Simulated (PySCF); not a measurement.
## UHF on Rh²⁺ (rhodium, charge +2)

Configuration: [Kr] 4d6 5p1, one real determinant (an excited configuration). All numbers are calculated (PySCF 2.14, a scalar-relativistic core potential, in aug-cc-pwCVDZ-PP with ECP28MDF).

* Total energy: -108.176270 hartree
* One-electron energy: -177.7605 hartree
* Hartree (Coulomb) energy: 79.5735 hartree
* Exchange energy: -9.9893 hartree
* ⟨S²⟩: 8.7525
* ⟨L²⟩: 8.036
* Sum of ⟨r⟩: 19.98 bohr
* Sum of ⟨r²⟩: 34.48 bohr²
* Traceless quadrupole moment −½Σ⟨3z² − r²⟩ along its main axis: -3.90 e·bohr²

```
shell  electrons  mean orbital energy (hartree)  spread (hartree)  rms radius, mean of both spins (bohr)
 4s α          1                       -4.86488                 0                                   1.05
 4s β          1                       -4.56325                 0                                   1.05
 4p α          3                       -3.50630           0.06382                                   1.15
 4p β          3                       -3.13253           0.06874                                   1.15
 4d α          5                       -1.45197           0.06481                                   1.49
 4d β          1                       -1.29457                 0                                   1.49
 5p α          1                       -0.69301                 0                                   3.31
```

⟨L²⟩ = 8.04 against 12 for a pure F term, so this real determinant mixes terms. Energies and moments cover only the electrons outside the core potential.
